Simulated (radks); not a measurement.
Results of a calculation; reference values are marked as such.
Numerical settings for the tantalum ion Ta+, [Xe] 4f14 5d3 6s1. Code: a radial shooting solver on a logarithmic mesh with Libxc functionals. Model: Dirac Kohn-Sham, BLYP, spin-unpolarised, spherical densities, point nucleus; open shells are shared between the two j in proportion to 2j + 1. The defaults (mesh step 0.008 in ln r, mesh end at 40 bohr or more with all orbitals vanishing there, Anderson mixing 0.5 over 9 steps, residual threshold near 1e-9 with the energy settled to 1e-9 hartree or 1e-11 of itself, here a cap of 67 iterations) give E = -15626.5324 hartree and 5d5/2 at -10.148 eV in 16 iterations. Times are rough (one thread of a shared host). Changes against that run (0 stands for a change within the tolerance of the run):

| setting | iterations | converged | E (mhartree) | e(5d5/2) (meV) | CPU (s) |
|---|---|---|---|---|---|
| mesh step in ln r 0.2 | 4 | no | diverged | - | 0.01 |
| mesh step in ln r 0.02 | 16 | yes | +0.000503 | 0 | 0.12 |
| mesh step in ln r 0.08 | 2 | no | diverged | - | 0.06 |
| mesh end (bohr) 20 | 16 | yes | 0 | 0 | 0.25 |
| mesh end (bohr) 8 | 16 | yes | +1.25 | +63.3 | 0.25 |
| residual threshold 1e-13 | 24 | yes | 0 | 0 | 0.33 |
| residual threshold 0.01 | 11 | yes | 0 | -0.438 | 0.21 |
| mixing 1 | 13 | yes | 0 | 0 | 0.22 |
| linear mixing, mixing 1 | 67 | no | +3.14e+05 | -8.77e+05 | 3.4 |
| linear mixing, mixing 0.5 | 32 | yes | 0 | 0 | 0.43 |
| mixing history 3 | 18 | yes | 0 | 0 | 0.27 |
| iteration cap 5 | 5 | no | +9.24 | +432 | 0.1 |

Settings that end as converged yet miss the energy by more than 1 mhartree: mesh end (bohr) 8 (+0.00125 hartree). A mesh that ends early acts as a hard wall.
